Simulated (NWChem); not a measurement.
Molecule: AlP2H5; SMILES [PH2][AlH][PH2]

```xyz
8

Al    -0.7859    -0.0150     0.0000
H     -2.3696    -0.1707     0.0000
P      0.3649    -0.1012    -2.0265
H     -0.5157     0.8143    -2.6812
H      1.3348     0.8862    -1.6738
P      0.3649    -0.1012     2.0265
H      1.3348     0.8862     1.6738
H     -0.5157     0.8143     2.6812
```
Atoms are numbered in this order, from 1.

Computed with NWChem. The geometry was optimised at PBE0/def2-SVP. Ions are spin-unrestricted doublets at the neutral geometry; other ion states weren't tried. Functional: LC-ωPBE (HJS hole) with def2-SVP; rows give the range parameter ω in 1/bohr.

Problem. At which range parameter does −ε(HOMO) equal the ΔSCF ionisation energy (optimal tuning)?

Solution. about 0.31 per bohr, by linear interpolation in these runs:
```json
[
 {"range parameter (1/bohr)": "0.15", "vertical ionisation energy, ΔSCF (eV)": "8.82", "−ε(HOMO) (eV)": "7.93", "ΔSCF minus −ε(HOMO) (eV)": "0.89"},
 {"range parameter (1/bohr)": "0.20", "vertical ionisation energy, ΔSCF (eV)": "8.94", "−ε(HOMO) (eV)": "8.40", "ΔSCF minus −ε(HOMO) (eV)": "0.54"},
 {"range parameter (1/bohr)": "0.30", "vertical ionisation energy, ΔSCF (eV)": "9.15", "−ε(HOMO) (eV)": "9.10", "ΔSCF minus −ε(HOMO) (eV)": "0.05"},
 {"range parameter (1/bohr)": "0.35", "vertical ionisation energy, ΔSCF (eV)": "9.23", "−ε(HOMO) (eV)": "9.35", "ΔSCF minus −ε(HOMO) (eV)": "-0.12"},
 {"range parameter (1/bohr)": "0.60", "vertical ionisation energy, ΔSCF (eV)": "9.43", "−ε(HOMO) (eV)": "10.01", "ΔSCF minus −ε(HOMO) (eV)": "-0.58"}
]
```
